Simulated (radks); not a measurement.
Values are calculated unless marked as measured or tabulated.
Valence configurations of Sr I (all share [Kr]). Level of theory: Dirac Kohn-Sham, PBE, spin-unpolarised, spherical densities, point nucleus; open shells are shared between the two j in proportion to 2j + 1 (a radial shooting solver on a logarithmic mesh with Libxc functionals). Energies are relative to 5s2; eigenvalues in eV.

valence      E (eV)  e(4d3/2)  e(4d5/2)  e(5p1/2)  e(5p3/2)  e(5s1/2)
5s2           0.000         -         -         -         -    -3.526
5s1.5 5p0.5   1.135         -         -    -1.613    -1.548    -3.869
4d0.5 5s1.5   1.146    -1.062    -1.021         -         -    -3.369
5s1 5p1       2.298         -         -    -1.872    -1.803    -4.180
4d1 5s1       2.325    -0.934    -0.897         -         -    -3.290
4d1 5p1       4.432    -1.630    -1.586    -1.726    -1.669         -
4d0.5 5p1.5   4.468    -2.241    -2.189    -2.002    -1.938         -
4d1.5 5p0.5   4.533    -1.192    -1.155    -1.506    -1.455         -
5p2           4.704         -         -    -2.320    -2.246         -
4d2           4.720    -0.903    -0.871         -         -         -

NIST lists [Kr] 5s2 as the ground configuration; this level of theory agrees among the configurations tried. The energies are those of spherical spin-averaged densities, not of single terms.
